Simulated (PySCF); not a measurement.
Computed magnetic data of one metal complex (SC-NEVPT2 in the d shell, PySCF, with spin-orbit coupling):

```json
{"T / K": "2", "χT / cm³ K mol⁻¹": "0.844", "μeff / μB": "2.60"}
{"T / K": "5", "χT / cm³ K mol⁻¹": "0.917", "μeff / μB": "2.71"}
{"T / K": "10", "χT / cm³ K mol⁻¹": "0.930", "μeff / μB": "2.73"}
{"T / K": "20", "χT / cm³ K mol⁻¹": "0.936", "μeff / μB": "2.73"}
{"T / K": "30", "χT / cm³ K mol⁻¹": "0.939", "μeff / μB": "2.74"}
{"T / K": "50", "χT / cm³ K mol⁻¹": "0.946", "μeff / μB": "2.75"}
{"T / K": "75", "χT / cm³ K mol⁻¹": "0.954", "μeff / μB": "2.76"}
{"T / K": "100", "χT / cm³ K mol⁻¹": "0.961", "μeff / μB": "2.77"}
{"T / K": "150", "χT / cm³ K mol⁻¹": "0.977", "μeff / μB": "2.79"}
{"T / K": "200", "χT / cm³ K mol⁻¹": "0.992", "μeff / μB": "2.82"}
{"T / K": "250", "χT / cm³ K mol⁻¹": "1.007", "μeff / μB": "2.84"}
{"T / K": "300", "χT / cm³ K mol⁻¹": "1.022", "μeff / μB": "2.86"}
```

Powder magnetisation at 2 K: 0.37 μB at 0.5 T, 0.71 μB at 1 T, 1.23 μB at 2 T, 1.54 μB at 3 T, 1.81 μB at 5 T, 1.89 μB at 7 T.

Q: Which of these complexes, all computed at model or optimised geometries, gave the data?
A. MoCl4 (d2, tetrahedral)
B. [CrF6]2- (d2, octahedral)
C. TiCl2 (d2, linear)
D. [Ti(NH3)5]2+ (d2, trigonal bipyramidal)

A: D. [Ti(NH3)5]2+ (d2, trigonal bipyramidal) has NEVPT2: 2S+1 = 3, 2.86 μB at 300 K, 2.73 μB at 10 K, 1.89 μB at 7 T. The others: MoCl4 (d2, tetrahedral) has NEVPT2: 2S+1 = 3, 2.66 μB at 300 K, 2.63 μB at 10 K, 1.84 μB at 7 T; [CrF6]2- (d2, octahedral) has NEVPT2: 2S+1 = 3, 2.43 μB at 300 K, 1.00 μB at 10 K, 0.30 μB at 7 T; TiCl2 (d2, linear) has NEVPT2: 2S+1 = 3, 3.05 μB at 300 K, 0.70 μB at 10 K, 0.08 μB at 7 T.

The d shell alone is too small an active space for MoCl4 (an active orbital has only 0.64 squared overlap with the free ion's shell): its levels, fitted parameters, g values and moments show what this model gives and aren't sound predictions.

The d shell alone is too small an active space for TiCl2 (an active orbital has only 0.69 squared overlap with the free ion's shell): its levels, fitted parameters, g values and moments show what this model gives and aren't sound predictions.
